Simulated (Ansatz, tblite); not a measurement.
Two members of one family (Ban), computed with Ansatz in the gas phase; def2 core potentials for Ba, no spin–orbit coupling. HOMO and LUMO are taken over both spins. The structures are stationary points that may keep the symmetry of their start. Remarks come from the PBE and PBE0 runs and from stability tests at other levels; not every state was tested.

First: Ba4⁺ (doublet, charge 1, PBE/def2-SVP geometry).

```xyz
4

Ba   -1.748   -1.609   -1.361
Ba    1.182   -1.124    2.207
Ba   -1.459    2.135    0.902
Ba    2.025    0.599   -1.749
```

```json
{"level": "LDA (SPW92)/def2-TZVP", "HOMO (eV)": "-5.73", "LUMO (eV)": "-5.54", "gap (eV)": "0.20"}
{"level": "PBE/def2-SVP", "HOMO (eV)": "-5.54", "LUMO (eV)": "-5.20", "gap (eV)": "0.34"}
{"level": "PBE/def2-TZVP", "HOMO (eV)": "-5.55", "LUMO (eV)": "-5.20", "gap (eV)": "0.34"}
```

The relaxed quartet lies at 0.09 eV (LDA (SPW92)/def2-TZVP) to 0.50 eV (ωB97M-V/def2-TZVP) from the doublet, nearly a tie at some levels. Remarks: spin-contaminated (⟨S²⟩ up to 1.27), spin-contaminated (⟨S²⟩ up to 3.99) (quartet).

Second: Ba5⁺ (doublet, charge 1, PBE/def2-SVP geometry).

Cartesian coordinates in Å:
```
Ba 1.061 -1.962 1.314
Ba -2.904 -0.183 2.066
Ba 0.389 2.438 0.768
Ba -1.452 -0.483 -2.086
Ba 2.906 0.189 -2.062
```

Problem. What does the change do? Estimate second minus first.

Solution. 
| level | Δ HOMO (eV) | Δ LUMO (eV) | Δ gap (eV) |
| --- | --- | --- | --- |
| LDA (SPW92)/def2-TZVP | 0.34 | 0.38 | 0.05 |
| PBE/def2-SVP | 0.27 | 0.34 | 0.07 |
| PBE/def2-TZVP | 0.28 | 0.35 | 0.07 |

Remarks: spin-contaminated (⟨S²⟩ up to 1.22).
